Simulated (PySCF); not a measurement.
C₂H₆BClO.

```xyz
11

B     -0.0867     0.0695     0.1798
Cl     1.0091     1.4826     0.1117
C     -1.1124    -0.0174     1.3685
H     -1.7347    -0.9241     1.3849
H     -1.7841     0.8574     1.3324
H     -0.5772     0.0544     2.3299
O      0.0698    -0.8083    -0.8245
C     -0.6606    -1.9996    -1.0275
H     -1.3246    -1.8783    -1.8984
H      0.0478    -2.8139    -1.2430
H     -1.2688    -2.2788    -0.1532
```

Coordinates come from a B3LYP-D3(BJ)/def2-SVP optimisation. The structure was generated by enumeration, and PubChem lists no compound with its InChIKey, so it may never have been made. Other conformers were not sampled.

These are PBE/pcSseg-1 (PySCF) values and carry that method's errors. Non-relativistic, no solvent.

Question: Give the absolute GIAO shielding of each atom: isotropic value and principal components (ppm). (Estimate from the structure and the level; the computed values follow.)

Answer: 
| atom | σ(iso) | σ11 | σ22 | σ33 | span |
|---|---|---|---|---|---|
| B1 | 53.0 | 24.5 | 60.4 | 74.1 | 49.6 |
| Cl2 | 758.5 | 508.9 | 834.4 | 932.4 | 423.6 |
| C3 | 179.7 | 161.6 | 185.8 | 191.6 | 30.0 |
| H4 | 30.5 | 25.6 | 29.7 | 36.2 | 10.7 |
| H5 | 30.7 | 26.7 | 29.0 | 36.3 | 9.6 |
| H6 | 30.6 | 26.5 | 29.2 | 36.2 | 9.7 |
| O7 | 146.0 | -64.1 | 182.0 | 320.2 | 384.3 |
| C8 | 121.9 | 92.3 | 96.6 | 176.8 | 84.5 |
| H9 | 27.3 | 23.6 | 25.0 | 33.2 | 9.6 |
| H10 | 27.2 | 23.4 | 25.2 | 32.9 | 9.5 |
| H11 | 27.0 | 23.1 | 26.7 | 31.3 | 8.2 |
